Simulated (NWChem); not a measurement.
Molecule: GeH4S3; SMILES [GeH]([SH])([SH])[SH]

```xyz
8

Ge    -0.0029     0.0528    -0.3491
S     -1.7430    -1.0532     0.5636
S      0.1374     2.2115     0.2454
S      1.8499    -0.9953     0.3729
H     -0.1333     0.0763    -1.8888
H     -2.6631    -0.4836    -0.2473
H      0.1420     1.9637     1.5737
H      1.3704    -2.2372     0.1344
```
Atoms are numbered in this order, from 1.

Geometry: optimised at B3LYP/6-31G* (spherical d).

### Question
Give the principal values of the shielding tensors (ppm) of Ge1, S2, S3, S4 from LDA (Slater exchange, VWN5)/pcSseg-1, GIAO (NWChem), with their diamagnetic and paramagnetic parts as GIAO splits them.

### Answer
```
atom    σ11     σ22     σ33  isotropic  diamagnetic  paramagnetic
----  -----  ------  ------  ---------  -----------  ------------
Ge1   898.7  1136.8  1264.6     1100.0       2760.0       -1660.0
S2    380.0   548.1   738.8      555.6       1056.5        -500.9
S3    434.4   538.3   700.8      557.8       1056.9        -499.0
S4    465.8   558.7   759.0      594.5       1056.6        -462.0
```
